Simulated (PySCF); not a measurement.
## Electric field gradients and quadrupole coupling constants

Species: C6H13OP.
Z-matrix (Å and degrees, GFN2-xTB geometry), rows numbered from 1:
```
C 
C   1  1.5200
C   2  1.5218  1  110.76
P   3  1.8363  2  108.37  1    61.66
O   4  1.4695  3  117.04  2    49.94
C   4  1.8125  3  112.28  2  -161.98
C   6  1.5644  4   64.59  3   106.14
C   7  1.5057  4  126.77  6   106.28
H   1  1.0917  2  109.19  3   -59.19
H   1  1.0886  2  110.88  3    60.58
H   1  1.0873  2  110.92  3  -178.61
H   2  1.0927  1  110.47  3  -121.80
H   2  1.0922  1  109.21  3   119.28
H   3  1.0889  2  111.98  1   -59.51
H   3  1.0934  2  110.88  1   178.51
H   6  1.0819  4  118.47  7   107.54
H   6  1.0806  4  120.87  7  -105.00
H   7  1.0874  4  112.69  6  -105.79
H   8  1.0874  7  111.16  4   -31.79
H   8  1.0885  7  110.95  4    89.00
H   8  1.0901  7  109.77  4  -151.34
```

Field gradients from the PBE0/pcSseg-1 density (PySCF, non-relativistic), principal values in atomic units, ordered |Vxx| ≤ |Vyy| ≤ |Vzz|:

| atom | Vxx | Vyy | Vzz |
| --- | --- | --- | --- |
| O5 | -0.4289 | -0.4815 | 0.9105 |

**Question.** Find the asymmetry η = (Vxx − Vyy)/Vzz and the couplings χ = eQV/h (234.96 MHz × Q in barn × V in au), with Q(17O) = −0.0256 b.

**Answer.** 
| atom | environment | nucleus | η | χzz (MHz) | χxx (MHz) | χyy (MHz) |
| --- | --- | --- | --- | --- | --- | --- |
| O5 | phosphoryl oxygen | 17O | 0.06 | -5.48 | 2.58 | 2.90 |

The tensor is traceless: Vxx + Vyy + Vzz = 0.

**Question.** What is Vzz at O5 in SI units (1 au = 9.71736 × 10²¹ V/m²)?

**Answer.** 0.9105 au = 8.847 × 10²¹ V/m².

**Question.** What couplings would deuterons (Q(2H) = 0.00286 b) have in place of the hydrogens, at this geometry?

**Answer.** 
```tsv
atom	bonded to	bond length (Å)	Vzz (au)	η	χzz (kHz)
H9	C1	1.092	0.3019	0.06	203
H10	C1	1.089	0.3135	0.02	211
H11	C1	1.087	0.3165	0.02	213
H12	C2	1.093	0.3034	0.03	204
H13	C2	1.092	0.2960	0.03	199
H14	C3	1.089	0.3117	0.02	209
H15	C3	1.093	0.3022	0.02	203
H16	C6	1.082	0.3308	0.07	222
H17	C6	1.081	0.3339	0.07	224
H18	C7	1.087	0.3152	0.08	212
H19	C8	1.087	0.3151	0.04	212
H20	C8	1.088	0.3129	0.02	210
H21	C8	1.090	0.3099	0.02	208
```

One conformer (not necessarily the lowest) at the GFN2-xTB geometry, without solvent, vibrations or thermal averaging. GFN2-xTB bond lengths can be off by several hundredths of an ångström, more for odd bonds, and the gradients follow them. A larger basis could move these couplings by a tenth or more.
